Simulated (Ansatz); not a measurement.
Geometry optimisation, RKS B3LYP-D4/def2-SVP in Ansatz.

The input (input.yaml):

```yaml
crystal:
  periodic: [false, false, false]
  atoms:
    - { symbol: O, position_ang: [-0.80352, -0.15482, -1.74848] }
    - { symbol: Se, position_ang: [0.17036, -1.03916, -0.06758] }
    - { symbol: Al, position_ang: [0.72516, 0.45942, 1.71278] }
    - { symbol: H, position_ang: [-1.68112, -0.55587, -1.89009] }
    - { symbol: H, position_ang: [-0.27245, -0.27199, -2.55815] }
    - { symbol: H, position_ang: [-0.28291, 0.53338, 2.86085] }
    - { symbol: H, position_ang: [2.14448, 1.02905, 1.69068] }
total_charge: 1
basis:
  gaussian: { orbitals: def2-SVP }
hamiltonian:
  xc: b3lyp
  dispersion: d4
relax:
  f_tol: 0.02
  max_steps: 50
```

Run as:

```bash
$ ansatz run input.yaml --threads 2 --pin off --max-ram 3072MiB --backend cpu --events-out ev --progress --plain --runs-dir out
```

Question: Where does it end, and by what steps?

Answer: It converged. After 16 steps the energy has fallen by 0.863 eV; H7 moved furthest, 1.50 Å.

```
step  energy less start (eV)  largest force component (eV/Å)  accepted
   0                  0.0000                           1.882       yes
   1                 -0.3222                           0.641       yes
   2                 -0.4169                           0.249       yes
   3                 -0.4549                           0.359       yes
   4                 -0.4625                           0.240       yes
   5                 -0.4646                           0.038       yes
   6                 -0.4809                           0.120       yes
   7                 -0.5263                           0.304       yes
   8                 -0.5752                           0.351       yes
   9                 -0.6363                           0.371       yes
  10                 -0.7233                           0.231       yes
  11                 -0.7870                           0.294       yes
  12                 -0.8466                           0.122       yes
  13                 -0.8565                           0.199       yes
  14                 -0.8617                           0.055       yes
  15                 -0.8624                           0.060       yes
  16                 -0.8628                           0.006       yes
```

```xyz
7
Properties=species:S:1:pos:R:3
O -0.335 -0.184 -1.536
Se -0.656 -1.161 0.195
Al 0.489 0.432 1.607
H -1.163 0.095 -1.977
H 0.202 -0.698 -2.172
H 0.375 -0.128 3.066
H 1.088 1.644 0.818
```

Whether the end is a true minimum wasn't checked by a vibrational analysis.

Run time: 28 s on 2 threads of Intel(R) Xeon(R) Platinum 8375C CPU @ 2.90GHz (Ice Lake) (shared host), peak memory 0.19 GiB.
